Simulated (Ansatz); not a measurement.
`NC(F)=[Se]` + H₂ → `NC=[Se]` + H–F  (hydrogenolysis of a C–F bond)

Computed with Ansatz on PBE0-D4/def2-TZVP structures; ΔE is electronic, products minus reactants. CBS: MP2 limit from def2 TZ/QZ plus the TZ coupled-cluster correction, frozen cores. This one scheme is used for every species. For Se outer-core shells are correlated without core-valence functions, which leaves a few kJ/mol of doubt a bond. Scalar relativity is left out up to krypton. Each species was taken in one conformer, which may not be the lowest.

| species | CCSD(T)/CBS(def2) energy (Eh) |
| --- | --- |
| `NC(F)=[Se]` | -2594.43937 |
| H₂ | -1.17544 |
| `NC=[Se]` | -2495.24969 |
| H–F | -100.39570 |

Q: Work out ΔE.

A: ΔE = (-2495.24969) + (-100.39570) − (-2594.43937) − (-1.17544) = -0.03058 Eh = -19.2 kcal/mol.

Q: What do rigid-rotor, harmonic-oscillator terms from PBE0-D4/def2-TZVP frequencies (298.15 K, 1 bar) make of the CCSD(T)/CBS value? (Best estimate.)

A: Computed: ΔZPE = +4.5 kcal/mol, ΔH = -15.1 kcal/mol, ΔS = 23 J/(mol·K), ΔG = -16.7 kcal/mol.

Largest T1 diagnostic among the species: 0.017.

From BLYP to BHLYP (50 % exact exchange), in def2-TZVPP and without D4, ΔE moves by −2.4 kcal/mol. At CCSD(T), def2-SVP lies +4.3 kcal/mol from the extrapolated value and def2-TZVPP +0.8 kcal/mol.
